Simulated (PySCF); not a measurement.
Species: C6H11OP.
Atom-mapped SMILES: `[CH2:1]=[CH:2][C@@H:3]1[CH2:4][P@H:5](=[O:6])[C@@H:7]1[CH3:8]`

Cartesian coordinates in Å at the GFN2-xTB level; atoms count from 1:
```xyz
19
C6H11OP angstrom
C      2.733    0.157   -0.616
C      1.426    0.082   -0.787
C      0.484   -0.509    0.204
C     -0.551   -1.501   -0.382
P     -1.819   -0.854    0.785
O     -3.203   -0.603    0.387
C     -0.531    0.481    0.857
C     -0.957    1.647   -0.017
H      3.213   -0.215    0.274
H      3.380    0.595   -1.357
H      0.974    0.462   -1.694
H      1.053   -0.997    0.999
H     -0.830   -1.239   -1.404
H     -0.269   -2.551   -0.353
H     -1.678   -1.604    1.955
H     -0.210    0.844    1.834
H     -1.761    2.191    0.476
H     -1.336    1.291   -0.973
H     -0.128    2.331   -0.194
```

NICS is the negative of the GIAO shielding at a point without a nucleus: at the ring centre (0) and 1 Å above and below it (1); zz is the component along the ring normal. Level: GIAO PBE0/pcSseg-1 (PySCF, non-relativistic, gas phase) on the GFN2-xTB geometry, one conformer.

Ring bond lengths (Å), with Mayer bond orders in brackets: C3–C4 1.549 (0.97), C4–P5 1.841 (0.90), P5–C7 1.856 (0.86), C7–C3 1.560 (0.93).

Question: What do the NICS probes read (ppm)?

Answer: 
```
       ring                                             type  NICS(0)  NICS(1), two faces  NICS(1)zz, two faces  rms pucker (Å)  centre to ring atoms, mean (Å)
C3–C4–P5–C7  4-membered ring with P; formal bonds all single     -4.1         -1.3 / -3.9            3.6 / -2.2            0.13                            1.19
```

Question: What can be read from them?

Answer: 
- C3–C4–P5–C7: mean NICS(1)zz 0.7 ppm, near zero. C3, C4, P5, C7 have four or more neighbours, and the NICS criterion for π rings isn't applied. The two faces differ by 5.8 ppm, so no symmetry operation interchanges them.

Question: List the ring angles and the Hirshfeld charges of the ring atoms.

Answer: 
- C3–C4–P5–C7: C3 97.5° (-0.025 e), C4 89.7° (-0.119 e), P5 78.4° (+0.408 e), C7 88.8° (-0.066 e); sum 354.4° against 360° for a flat convex ring.

Question: What are the shieldings of the ring atoms and their hydrogens in the same run (means over atoms taken as equivalent)?

Answer: 
```
atoms                     environment  σ isotropic (ppm)
   C3                  allylic carbon              153.6
   C4  sp3 carbon bound to phosphorus              143.7
   P5           phosphoryl phosphorus              334.1
   C7  sp3 carbon bound to phosphorus              134.7
  H12                methine hydrogen              29.46
  H13              methylene hydrogen              29.24
  H14              methylene hydrogen              29.12
  H15                    P–H hydrogen              24.24
  H16                methine hydrogen              29.07
```
